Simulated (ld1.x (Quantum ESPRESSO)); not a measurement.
## An all-electron radial function and its pseudo partner (iron)

Columns: radius, all-electron u(r) and pseudo u(r) of the 4s shell (level -4.64 eV) of iron in the configuration [Ar] 3d6.5 4s1.5 4p0; PBE, non-relativistic, TM semilocal scheme, ld1.x (Quantum ESPRESSO) 7.5.

```csv
r (bohr),all-electron,pseudo
0.140,-0.1298,-0.0215
0.280,-0.0668,-0.0435
0.420,0.1419,-0.0664
0.560,0.2497,-0.0908
0.700,0.2389,-0.1174
0.840,0.1537,-0.1476
0.980,0.0360,-0.1829
1.120,-0.0879,-0.2250
1.260,-0.2036,-0.2755
1.400,-0.3048,-0.3340
1.540,-0.3894,-0.3972
1.680,-0.4577,-0.4586
1.820,-0.5109,-0.5109
1.960,-0.5506,-0.5506
2.100,-0.5787,-0.5787
2.240,-0.5968,-0.5968
2.380,-0.6065,-0.6065
2.520,-0.6090,-0.6090
2.660,-0.6058,-0.6058
2.800,-0.5976,-0.5976
2.940,-0.5855,-0.5855
3.080,-0.5703,-0.5703
3.220,-0.5527,-0.5527
3.360,-0.5332,-0.5332
3.500,-0.5125,-0.5125
3.640,-0.4908,-0.4908
```

Question: How many radial nodes do the two functions have?

Answer: The all-electron 4s function has n − l − 1 = 3 (the table is too coarse to show those close to the nucleus); the pseudo-wave has 0, since the states of the same l below it are removed with the core.

Question: At about which radius was the pseudo-wave matched?

Answer: 1.90 bohr, where the columns begin to agree (steps of 0.14 bohr).

Question: Is the pseudo-wave norm-conserving?

Answer: Yes: the TM semilocal scheme keeps the norm inside the radius equal to the all-electron one, which fixes the energy derivative of the logarithmic derivative at the level.
